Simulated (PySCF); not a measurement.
Bi (bismuth, neutral) across methods

[Xe] 4f14 5d10 6s2 6p3, high-spin 4S determinant. All numbers are calculated (PySCF 2.14, scalar relativity through the core potential, in aug-cc-pwCVDZ-PP with ECP60MDF).

```csv
method,E (hartree),mean ε 6s α (eV),mean ε 6s β (eV),mean ε 6p α (eV),Σ⟨r²⟩ (bohr²),⟨S²⟩
PBE,-214.6348,-14.906,-13.331,-5.198,67.85,3.751
LDA,-214.3225,-15.135,-13.798,-5.290,67.80,3.751
UHF,-213.59153,-21.237,-15.735,-8.688,67.99,3.756
wB97X,-214.6324,-19.396,-16.903,-8.056,67.27,3.751
wB97X-V,-214.5749,-19.467,-16.703,-8.148,67.37,3.753
r2SCAN,-214.7148,-15.583,-13.332,-5.571,67.22,3.754
PBE0,-214.6155,-16.715,-14.224,-6.210,67.41,3.752
HSE06,-214.6115,-16.240,-13.896,-5.795,67.61,3.752
MN15,-214.1890,-17.911,-15.464,-6.717,67.09,3.752
```

Energies and moments cover only the electrons outside the core potential. Spin-orbit coupling, which splits the p, d and f shells strongly at this Z, is absent. Spin-orbit coupling is strong in this species (close to jj coupling), so the high-spin LS determinant is a model state, not a physical level.
